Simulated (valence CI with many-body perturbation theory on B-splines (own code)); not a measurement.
## Xe XXXIII: key properties

Computed by valence CI with perturbative core correlation (CI+MBPT): four valence electrons over a frozen Dirac-Fock core [Ar], radial functions for each j: 7 s, 7 p, 8 d, 6 f, 4 g, 1 h, with the one-electron correlation potential Σ1 (screened to all orders), the two-electron term Σ2, the three-electron term Σ3, Breit, model QED; selected single and double excitations, second order for the rest, scaled by the run's own slope (own B-spline code, finite nucleus).

No measured spectrum was set against this ion. As an estimate, large intervals hold to a few tenths of a per cent, small ones and those within an open d or f shell to about a per cent. Only levels of the ground parity were solved; by the run's estimate the other parity begins above the list, which can be wrong where configurations are misplaced.

Levels are named by their leading jj configuration (3d3/2^4 stands for four electrons in 3d with j = 3/2), which in mixed levels can hold well under half, so a name can repeat and another be missing.

Rates and lifetimes use the calculated energies. Strong lines usually hold to 10 to 20 %, long lifetimes can be off by a factor of two.

Task: What is the ground level?

Result: (3d3/2^4) J=0, composition 50 % 3d4 3P + 42 % 3d4 5D + 8 % 3d4 1S.

Task: What is the ionisation energy?

Result: 2023.4 eV; NIST lists 2023 ± 4 eV (theoretical).

Task: How well does LS coupling describe the low levels?

Result: Among the lowest 20 levels the leading LS term, summed over configurations, holds 54 % on average. For single configurations the figures are 54 % in LS and 82 % in jj coupling. Terms mix most in the J = 4 level at 18.129 eV, where the leading one holds 32 %.

Task: Name the longest-lived excited levels whose lifetime is computed, and their main decay.

Result: (3d3/2^3 3d5/2) J=4 at 18.129 eV lives 59500 s, mostly by E2 to (3d3/2^3 3d5/2) J=2.
